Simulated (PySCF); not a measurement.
Species: C3H11FOSi2.
Structure used (PBE0-D3(BJ)/def2-SVP), in Å, numbered top down from 1:
```
atom  x, y, z in Å
C1    -2.9164   -0.4097   -0.7257
C2    -1.5407    0.2214   -0.5061
C3    -1.4253    0.8936    0.8615
Si4   -0.2071   -1.0797   -0.7707
O5     1.3204   -0.4411   -0.5756
Si6    2.4815    0.6435   -0.2196
F7     1.7863    2.0187    0.3027
H8    -3.7151    0.3441   -0.6299
H9    -3.1219   -1.1947    0.0215
H10   -3.0134   -0.8670   -1.7235
H11   -1.3761    0.9858   -1.2889
H12   -1.5002    0.1563    1.6787
H13   -2.2381    1.6242    1.0087
H14   -0.4721    1.4304    0.9734
H15   -0.3710   -2.1895    0.2183
H16   -0.2892   -1.6386   -2.1539
H17    3.2544    0.9834   -1.4404
H18    3.3386    0.1383    0.8817
```

Computed with PySCF at CAM-B3LYP/def2-SVPD, non-relativistic, on one gas-phase PBE0-D3(BJ)/def2-SVP geometry that isn't relaxed in the solvent. The solvent is an IEF-PCM continuum (van der Waals radii × 1.2), and excitations are vertical TDDFT with non-equilibrium linear response and a frozen core. The model holds no explicit solvent molecules, cavitation or dispersion.

Gas-phase singlets (H = HOMO, L = LUMO):

| state | E (eV) | λ (nm) | f | leading configuration |
| --- | --- | --- | --- | --- |
| S1 | 7.412 | 167 | 0.001 | H→L 67% |
| S2 | 7.738 | 160 | 0.003 | H→L+1 52% |
| S3 | 7.741 | 160 | 0.008 | H-1→L 73% |
| S4 | 8.040 | 154 | 0.012 | H-1→L+2 32% |
| S5 | 8.451 | 147 | 0.073 | H→L+2 69% |

Question: What are the lowest 5 singlets in benzene (ε = 2.271)?

Answer: 
```
state  E (eV)  λ (nm)      f  leading configuration  change by rank (eV)
   S1   7.380     168  0.001                H→L 64%               -0.032
   S2   7.721     161  0.005              H→L+1 39%               -0.017
   S3   7.730     160  0.011              H-1→L 67%               -0.011
   S4   7.999     155  0.018            H-1→L+1 38%               -0.041
   S5   8.388     148  0.100              H→L+2 61%               -0.063
```

Question: The ground-state energy changes by -0.036 eV from gas to benzene. By how much does the total energy of gas-phase S5 change?

Answer: E(S5) = E(S0) + excitation energy, so it changes by -0.036 − 0.063 = -0.099 eV: it is lowered more than the ground state, which is what a red shift means. This is the vertical state, with the slow part of the continuum still set for S0.

Question: How do the frontier levels move from gas to benzene?

Answer: 
| orbital | gas (eV) | solvent (eV) | change (eV) | Löwdin shares, gas | Löwdin shares, solvent |
| --- | --- | --- | --- | --- | --- |
| LUMO+2 | 1.43 | 1.51 | +0.08 | Si6 18 %, Si4 13 %, O5 10 %, C1 10 % | Si4 16 %, Si6 12 %, C1 12 %, O5 8 % |
| LUMO+1 | 1.21 | 1.28 | +0.07 | Si6 16 %, C1 10 %, O5 9 %, Si4 8 % | Si6 20 %, O5 11 %, F7 10 %, H17 9 % |
| LUMO | 1.06 | 1.13 | +0.07 | Si6 27 %, Si4 25 %, O5 9 %, H16 6 % | Si6 28 %, Si4 24 %, O5 9 %, H16 6 % |
| HOMO | -9.41 | -9.31 | +0.10 | C2 31 %, Si4 20 %, O5 9 %, C3 8 % | C2 31 %, Si4 19 %, O5 9 %, C3 8 % |
| HOMO-1 | -10.06 | -10.00 | +0.06 | O5 29 %, Si4 17 %, H16 12 %, Si6 11 % | O5 29 %, Si4 17 %, H16 12 %, Si6 11 % |
| HOMO-2 | -10.92 | -10.82 | +0.10 | C2 18 %, C3 10 %, H11 10 %, Si6 8 % | C2 20 %, C3 11 %, H11 11 %, C1 9 % |
| HOMO-3 | -11.18 | -11.07 | +0.11 | C3 25 %, C1 22 %, C2 18 %, H14 13 % | C3 26 %, C1 23 %, C2 18 %, H14 12 % |

The HOMO–LUMO gap goes from 10.47 to 10.44 eV. Rows go by rank; for LUMO, LUMO+1 and LUMO+2 the atom shares or the degeneracy differ between the runs, so the row needn't follow one orbital.
